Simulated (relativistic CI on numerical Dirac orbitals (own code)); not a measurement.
Electric-dipole transitions in As XXII

Calculated at this level of theory: Dirac-Coulomb-Breit CI, KLI orbitals optimised for each configuration, a model potential for QED, unscaled Slater integrals (own radial code, finite nucleus).

CI space (outside the closed core [Ne]): 3s2, 3s.3p, 3p2, 3s.3d, 3d2, 3p.3d, 3p.4s, 3d.4s, 3s.4s, 3s.4p, 3s.4d, 3s.4f, 3s.5s, 3s.5p, 3s.5d, 4s2. Levels of other configurations are missing.

```
λ vac (nm)             Lower             Upper   A (s⁻¹)  log gf  S velocity/length
    2.1136   3s.3p 3P°_2 [4]   3s.5d 3D_3 [66]  1.07e+12   -0.30               0.92
    2.1743   3s.3p 1P°_1 [5]   3s.5d 1D_2 [67]  9.97e+11   -0.45               0.93
    2.7410      3s2 1S_0 [1]  3s.4p 1P°_1 [41]  1.02e+12   -0.46               0.98
    2.8396   3s.3p 3P°_0 [2]   3s.4d 3D_1 [42]  9.95e+11   -0.44               0.95
    2.8520   3s.3p 3P°_1 [3]   3s.4d 3D_2 [44]  1.35e+12   -0.09               0.95
    2.8899   3s.3p 3P°_2 [4]   3s.4d 3D_3 [45]  1.82e+12    0.20               0.95
    3.0026   3s.3p 1P°_1 [5]   3s.4d 1D_2 [47]  1.64e+12    0.05               0.97
    3.1672      3p2 1D_2 [7]  3s.4f 1F°_3 [53]  6.11e+11   -0.19               0.95
    3.3770   3s.3d 3D_1 [10]  3s.4f 3F°_2 [50]  3.35e+12    0.46               0.96
    3.3812   3s.3d 3D_2 [11]  3s.4f 3F°_3 [51]  3.54e+12    0.63               0.96
    3.3820   3s.3d 3D_2 [11]  3s.4f 3F°_2 [50]  6.18e+11   -0.28               0.96
    3.3879   3s.3d 3D_3 [13]  3s.4f 3F°_4 [52]  3.98e+12    0.79               0.96
    3.4962   3s.3d 1D_2 [14]  3s.4f 1F°_3 [53]  3.06e+12    0.59               0.95
    13.109      3p2 1D_2 [7]  3p.3d 1F°_3 [25]  2.40e+10   -0.36               1.08
    14.982   3s.3p 3P°_1 [3]   3s.3d 3D_2 [11]  3.02e+10   -0.29               1.03
    15.092      3p2 1D_2 [7]  3p.3d 3D°_3 [21]  1.90e+10   -0.34               1.05
    15.315      3p2 3P_0 [6]  3p.3d 3D°_1 [19]  4.47e+10   -0.33               1.02
    15.920      3p2 3P_1 [8]  3p.3d 3D°_2 [20]  3.32e+10   -0.20               1.03
    16.005   3s.3p 3P°_2 [4]   3s.3d 3D_3 [13]  3.35e+10   -0.05               1.03
    16.242  3p.3d 3F°_4 [18]     3d2 3F_4 [29]  2.19e+10   -0.11               0.91
    16.450   3s.3p 1P°_1 [5]   3s.3d 1D_2 [14]  6.89e+10    0.15               0.99
    16.551      3p2 3P_2 [9]  3p.3d 3P°_2 [24]  2.84e+10   -0.23               1.00
    16.743      3p2 3P_2 [9]  3p.3d 3D°_3 [21]  2.96e+10   -0.06               1.05
    17.835  3p.3d 3D°_3 [21]     3d2 3F_4 [29]  3.66e+10    0.20               1.15
    18.415      3s2 1S_0 [1]   3s.3p 1P°_1 [5]  4.23e+10   -0.19               0.98
    19.415  3p.3d 1F°_3 [25]     3d2 1G_4 [34]  4.04e+10    0.31               1.37
    19.525   3s.3p 3P°_2 [4]      3p2 3P_2 [9]  2.29e+10   -0.18               0.96
    21.475   3s.3d 1D_2 [14]  3p.3d 1F°_3 [25]  3.38e+10    0.21               1.05
    23.275   3s.3d 3D_3 [13]  3p.3d 3F°_4 [18]  1.26e+10   -0.04               1.02
    45.580  3s.4p 3P°_2 [40]   3s.4d 3D_3 [45]  6.97e+09    0.18               0.97
```

Terms are leading LS components. Brackets give the number of a level in order of energy, since labels repeat. The list gives strong lines, with weight on those to low levels. Levels whose partners in the same complex of configurations lie outside the list can be far off, and so can their lines. Rates are taken at the computed energies, electric ones in the length gauge. A velocity-to-length ratio far from 1 marks an uncertain rate.

At this charge energies of transitions that change n are usually good to better than 1 %, and those within a shell (Δn = 0) to a few per cent.

(1) From the table, what is the radiative lifetime of 3s.4d 3D_3?

Results:

(1) The listed rates from this level add up to about 1.83e+12 s⁻¹, 100 % of its decay; with all channels τ = 5.46e-13 s.

LS names give the leading component of a level, which can be under half, so a name can repeat, a term be missing and a line seem to break the LS rules.
